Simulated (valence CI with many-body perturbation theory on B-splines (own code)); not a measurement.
Mo²⁺ in three bases

Computed by relativistic CI+MBPT: four valence electrons over a frozen Dirac-Fock core [Kr], radial functions for each j: 7 s, 7 p, 8 d, 6 f, 4 g, 1 h, with the one-electron correlation potential Σ1, the two-electron term Σ2, the three-electron term Σ3, Breit, model QED; selected CI, second order for the rest, scaled by the run's own slope (own B-spline code, finite nucleus).

Set against measurement, 27 paired levels are off by 421 cm⁻¹ on average, the worst by 1094. These come from a selection out of Sugar and Musgrove, J. Phys. Chem. Ref. Data 17, 155 (1988). Levels without a partner in it may be off by more, other configurations by 1,000 to 8,000 cm⁻¹. Among the levels kept, up to 260 cm⁻¹ of a level comes from second order outside the variational space, and about a tenth of that is noise between levels of different J, which matters for small intervals. Only levels of the ground parity were solved; by the run's estimate the other parity begins above the list, which can be wrong where configurations are misplaced.

The reference run has the lowest level 4d4 5D_0 and an ionisation energy of 26.8784 eV. Its largest variational space holds 20220 state functions.

Letters in brackets count levels of one name in rising energy.

Changed runs:
A. basis 6 s, 6 p, 5 d, 5 f, 1 g
B. basis 5 s, 5 p, 4 d, 4 f

Excitation energies of the reference run in cm⁻¹, and shifts in cm⁻¹:

```csv
Level,Reference,A,B
4d4 5D_1,236,-3.8,-5.3
4d4 5D_2,654,-7.2,-10
4d4 5D_3,1204,-10,-11
4d4 5D_4,1850,-10,-9.0
4d4 3P_0 [a],11827,+234,+604
4d4 3H_4,12538,+217,+1019
4d4 3P_1 [a],13034,+223,+604
4d4 3H_5,13092,+211,+1023
4d4 3H_6,13603,+212,+1031
4d4 3F_2 [a],14240,+221,+788
4d4 3F_3 [a],14243,+222,+833
4d4 3F_4 [a],14558,+221,+838
Ionisation energy (eV),26.8784,-0.0581,-0.0916
```
